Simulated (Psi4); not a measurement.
bismuth atom (Bi), quartet (core potentials on Bi); CAM-B3LYP/def2-TZVPP (Psi4 1.11).

Here is a job for Psi4.
```
memory 2 GB

molecule {
0 4
Bi    0.00000000    0.00000000    0.00000000
}

set {
  basis def2-tzvpp
  reference uks
}

energy('cam-b3lyp')
print_variables()
```

### Question
What does Psi4 print? Leave out banner, timings and long lists.

### Answer

```
   => Loading Basis Set <=

    Name: DEF2-TZVPP
    Role: ORBITAL
    Keyword: BASIS

    !!!  WARNING: ECP capability is in beta. Please check occupations closely.  !!!

         ---------------------------------------------------------
                                   SCF
               by Justin Turney, Rob Parrish, Andy Simmonett
                          and Daniel G. A. Smith
                              UKS Reference
         ---------------------------------------------------------

  ==> Geometry <==

    Molecular point group: d2h
    Geometry (in Angstrom), charge = 0, multiplicity = 4:

       Center              X                  Y                   Z               Mass
    ------------   -----------------  -----------------  -----------------  -----------------
         BI           0.000000000000     0.000000000000     0.000000000000   208.980399100000

  Running in d2h symmetry.

  Rotational constants: A = ************  B = ************  C = ************ [cm^-1]
  Rotational constants: A = ************  B = ************  C = ************ [MHz]
  Nuclear repulsion =    0.000000000000000

  Charge       = 0
  Multiplicity = 4
  Electrons    = 23
  Nalpha       = 13
  Nbeta        = 10

  ==> Algorithm <==

  SCF Algorithm Type is DF.
  DIIS enabled.
  MOM disabled.
  Fractional occupation disabled.
  Guess Type is CORE.
  Energy threshold   = 1.00e-06
  Density threshold  = 1.00e-06
  Integral threshold = 1.00e-12

  ==> Primary Basis <==

  Basis Set: DEF2-TZVPP
    Blend: DEF2-TZVPP
    Number of shells: 16
    Number of basis functions: 50
    Number of Cartesian functions: 59
    Spherical Harmonics?: true
    Max angular momentum: 3

  Core potential: DEF2-TZVPP
    Number of shells: 4
    Number of ECP primitives: 18
    Number of ECP core electrons: 60
    Max angular momentum: 3

  ==> DFT Potential <==

   => LibXC <=

    Version 7.1.2
    S. Lehtola, C. Steigemann, M. J. T. Oliveira, and M. A. L. Marques,  SoftwareX 7, 1–5 (2018) (10.1016/j.softx.2017.11.002)

   => Composite Functional: CAM-B3LYP <=

    CAM-B3LYP Hyb-GGA Exchange-Correlation Functional

    T. Yanai, D. P. Tew, and N. C. Handy,  Chem. Phys. Lett. 393, 51 (2004) (10.1016/j.cplett.2004.06.011)

    Deriv               =              1
    GGA                 =           TRUE
    Meta                =          FALSE

    Exchange Hybrid     =           TRUE
    MP2 Hybrid          =          FALSE

   => Exchange Functionals <=

    0.3500         Becke 88 [omega = 0.3300]
    0.4600   Short-range recipe for B88 functional - erf [omega = 0.3300]

   => Exact (HF) Exchange <=

    0.4600            HF,LR [omega = 0.3300]
    0.1900               HF

   => Correlation Functionals <=

    0.1900   Vosko, Wilk & Nusair (VWN5)
    0.8100   Lee, Yang & Parr

   => LibXC Density Thresholds  <==

    XC_HYB_GGA_XC_CAM_B3LYP:  1.00E-14

   => Molecular Quadrature <=

    Radial Scheme          =       TREUTLER
    Pruning Scheme         =           NONE
    Nuclear Scheme         =       TREUTLER

    Blocking Scheme        =         OCTREE
    BS radius alpha        =              1
    Pruning alpha          =              1
    Radial Points          =             75
    Spherical Points       =            302
    Total Points           =          20228
    Total Blocks           =            222
    Max Points             =            253
    Max Functions          =             50
    Weights Tolerance      =       1.00E-15

   => Loading Basis Set <=

    Name: (DEF2-TZVPP AUX)
    Role: JKFIT
    Keyword: DF_BASIS_SCF

  ==> Integral Setup <==

  SCF_SUBTYPE=INCORE selected. In-core MEM_DF algorithm will be used.
  Using in-core AOs.

  ==> MemDFJK: Density-Fitted J/K Matrices <==

    J tasked:                   Yes
    K tasked:                   Yes
    wK tasked:                  Yes
    Omega:                3.300E-01
    Algorithm:                 Core
    Schwarz Cutoff:           1E-12
    Mask sparsity (%):       0.0000
[...]
    NB   [     3,    0,    0,    1,    0,    2,    2,    2 ]

   @DF-UKS iter   1:  -199.32524980840739   -1.99325e+02   2.70486e-01 ADIIS
    Occupation by irrep:
             Ag   B1g   B2g   B3g    Au   B1u   B2u   B3u
    DOCC [     4,    1,    1,    1,    0,    1,    1,    1 ]
    SOCC [     0,    0,    0,    0,    0,    1,    1,    1 ]
    NA   [     4,    1,    1,    1,    0,    2,    2,    2 ]
    NB   [     4,    1,    1,    1,    0,    1,    1,    1 ]

   @DF-UKS iter   2:  -182.50315109825317    1.68221e+01   3.62950e-01 ADIIS
   @DF-UKS iter   3:  -214.54641358640231   -3.20433e+01   1.76104e-02 ADIIS/DIIS
   @DF-UKS iter   4:  -214.58255171237383   -3.61381e-02   3.69694e-03 ADIIS/DIIS
   @DF-UKS iter   5:  -214.58504536152930   -2.49365e-03   3.09914e-04 ADIIS/DIIS
   @DF-UKS iter   6:  -214.58507730977573   -3.19482e-05   1.08605e-04 ADIIS/DIIS
   @DF-UKS iter   7:  -214.58507972922416   -2.41945e-06   7.86746e-06 DIIS
   @DF-UKS iter   8:  -214.58507976202137   -3.27972e-08   7.05133e-07 DIIS
  Energy and wave function converged.

  ==> Post-Iterations <==

   Electrons on quadrature grid:
      Nalpha   =   13.0000000000 ; deviation = -3.553e-14
      Nbeta    =   10.0000000000 ; deviation = -3.375e-14
      Ntotal   =   23.0000000000 ; deviation = -6.928e-14

   @Spin Contamination Metric:   1.915238868E-03
   @S^2 Expected:                3.750000000E+00
   @S^2 Observed:                3.751915239E+00
   @S   Expected:                1.500000000E+00
   @S   Observed:                1.500000000E+00

    Orbital Energies [Eh]
    ---------------------

    Alpha Occupied:

[...]
       2B3u   -0.266556

    Alpha Virtual:

[...]
      12Ag   118.818157

    Beta Occupied:

[...]
       4Ag    -0.578074

    Beta Virtual:

[...]
      12Ag   118.747924

    Final Occupation by Irrep:
             Ag   B1g   B2g   B3g    Au   B1u   B2u   B3u
    DOCC [     4,    1,    1,    1,    0,    1,    1,    1 ]
    SOCC [     0,    0,    0,    0,    0,    1,    1,    1 ]
    NA   [     4,    1,    1,    1,    0,    2,    2,    2 ]
    NB   [     4,    1,    1,    1,    0,    1,    1,    1 ]

  @DF-UKS Final Energy:  -214.58507976202137

   => Energetics <=

    Nuclear Repulsion Energy =              0.0000000000000000
    One-Electron Energy =                -373.0541972165647167
    Two-Electron Energy =                 170.7242391956876304
    DFT Exchange-Correlation Energy =     -12.2551217411442916
    Empirical Dispersion Energy =           0.0000000000000000
    VV10 Nonlocal Energy =                  0.0000000000000000
    Total Energy =                       -214.5850797620213655

  UHF NO Occupations:
  HONO-2 :    2B2u 1.0000000
  HONO-1 :    2B3u 1.0000000
  HONO-0 :    2B1u 1.0000000
  LUNO+0 :    5 Ag 0.0004048
  LUNO+1 :    6 Ag 0.0001105
  LUNO+2 :    2B3g 0.0001105
  LUNO+3 :    2B1g 0.0001105

Computation Completed

Properties will be evaluated at   0.000000,   0.000000,   0.000000 [a0]

Properties computed using the SCF density matrix

 Multipole Moments:

 ------------------------------------------------------------------------------------
     Multipole            Electronic (a.u.)      Nuclear  (a.u.)        Total (a.u.)
 ------------------------------------------------------------------------------------

 L = 1.  Multiply by 2.5417464519 to convert [e a0] to [Debye]
 Dipole X            :          0.0000000            0.0000000            0.0000000
 Dipole Y            :          0.0000000            0.0000000            0.0000000
 Dipole Z            :          0.0000000            0.0000000            0.0000000
 Magnitude           :                                                    0.0000000

 ------------------------------------------------------------------------------------

  Variable Map:
  ----------------------------------------------------------------------------
[...]
  Array Variable Map:
  ----------------------------------------------------------------------------
[...]
[...]
```
